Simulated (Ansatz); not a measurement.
CH10BNSi2, SMILES `BN(C)[SiH2][SiH3]`. The species carries charge 0 and has multiplicity 1.

```xyz
15

B    -1.403    0.145    0.915
N    -0.519   -0.686    0.229
C    -0.727   -2.127    0.146
Si    0.909   -0.071   -0.590
Si    1.120    2.246   -0.379
H    -1.190    1.325    0.955
H    -2.363   -0.326    1.457
H    -1.635   -2.401    0.683
H    -0.825   -2.451   -0.895
H     0.115   -2.671    0.587
H     0.834   -0.465   -2.027
H     2.107   -0.763   -0.031
H     1.258    2.648    1.044
H    -0.037    2.951   -0.987
H     2.357    2.647   -1.108
```

Q: What are the harmonic wavenumbers in cm⁻¹ at PBE0-D4/def2-TZVP (Ansatz, finite differences of forces, unscaled)? (Best estimate.)

A: Ansatz gave: 51, 133, 147, 175, 254, 268, 367, 373, 429, 509, 529, 607, 683, 738, 803, 884, 928, 933, 940, 958, 998, 1050, 1147, 1197, 1224, 1417, 1461, 1487, 1505, 2190, 2192, 2210, 2230, 2239, 2557, 2634, 3033, 3091, 3139.

Q: Is this a minimum?

A: Yes, all 39 modes are real.

Q: Give the ideal-gas thermochemistry at 298.15 K and 1 bar (rigid rotor, harmonic oscillator; point group Cs, symmetry number 1).

A: Zero-point energy 285.4 kJ/mol; H(298) − E = 310.8 kJ/mol; entropy 376.3 J/(mol·K), of which translation 166.7, rotation 115.3, vibration 94.4; G(298) − E = 198.6 kJ/mol. Modes under 100 cm⁻¹ are hindered rotations or soft bends, so the harmonic entropy is rough.

Q: And at 400, 500, 600, 800 and 1000 K?

A: 
| T (K) | H − E (kJ/mol) | S (J/mol/K) | G − E (kJ/mol) |
| --- | --- | --- | --- |
| 400 | 326.7 | 421.8 | 157.9 |
| 500 | 345.1 | 462.9 | 113.7 |
| 600 | 365.9 | 500.8 | 65.5 |
| 800 | 413.3 | 568.7 | -41.7 |
| 1000 | 466.4 | 627.8 | -161.4 |

Q: Rotational constants (cm⁻¹)?

A: 0.2037, 0.05527, 0.0452.
